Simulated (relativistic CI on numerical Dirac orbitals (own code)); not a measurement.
Pd⁴⁺: L2,3 absorption edge

Computed with this model: Dirac-Coulomb-Breit CI, KLI orbitals optimised for each configuration, model QED (radiative potential, 1s self-energy scaled to tabulated hydrogen-like ionisation energies), valence Slater integrals scaled by 0.9, multiplet model of core-to-valence dipole absorption; configurations [Kr] 4d6 → [He] 2s2 2p5 3s2 3p6 3d10 4s2 4p6 4d7; 300 K; Lorentzian 2.4 eV and Gaussian 0.5 eV FWHM. Energies are those of the free ion, without screening or charge transfer. The branching ratio is the share of the lower-energy edge in the whole absorption, uncertain by about 0.02 where the edges overlap. S is read from ⟨S²⟩ = S(S + 1).

Field parameters in Wybourne normalisation: D4h B²₀ = −7Ds, B⁴₀ = 21(Dq − Dt), B⁴₄ = 21√(5/14) Dq. The field is a parameter set, without covalency.

free ion: ground-state S = 1.98, centroid 3209.81 eV, branching ratio 0.813. Peaks (eV, height): 3180.2 (100), 3337.5 (29).

D4h, 10Dq = 43650, Ds = -1500, Dt = -560 cm⁻¹: ground-state S = 0.03, centroid 3225.52 eV, branching ratio 0.726. Peaks (eV, height): 3182.5 (100), 3339.5 (38).

D4h, 10Dq = 43650, Ds = -210, Dt = -560 cm⁻¹: ground-state S = 0.03, centroid 3225.55 eV, branching ratio 0.726. Peaks (eV, height): 3182.5 (100), 3339.5 (38).

The statistical ratio of this edge is 2/3 = 0.667. Values above it arise where the holes sit mainly in the j = l + 1/2 valence subshell or the ground state has high spin; values below it where core-valence Coulomb terms move weight to the upper edge, as in nearly empty shells. At deep edges of heavy elements the radial integrals of the two core levels differ, which raises the baseline.

Strongest unbroadened transitions for D4h, 10Dq = 43650, Ds = -210, Dt = -560 cm⁻¹:

| Energy (eV) | Relative strength |
| --- | --- |
| 3181.30 | 0.9 |
| 3181.45 | 3.5 |
| 3182.01 | 21.8 |
| 3182.49 | 100.0 |
| 3182.73 | 61.2 |
| 3185.07 | 0.2 |
| 3185.27 | 0.2 |
| 3187.56 | 0.3 |
| 3187.63 | 0.1 |
| 3187.64 | 0.2 |
| 3187.67 | 0.3 |
| 3188.06 | 0.3 |
| 3188.39 | 0.2 |
| 3190.92 | 0.1 |
| 3191.04 | 0.1 |
| 3339.13 | 16.2 |
| 3339.53 | 31.0 |
| 3339.73 | 23.9 |
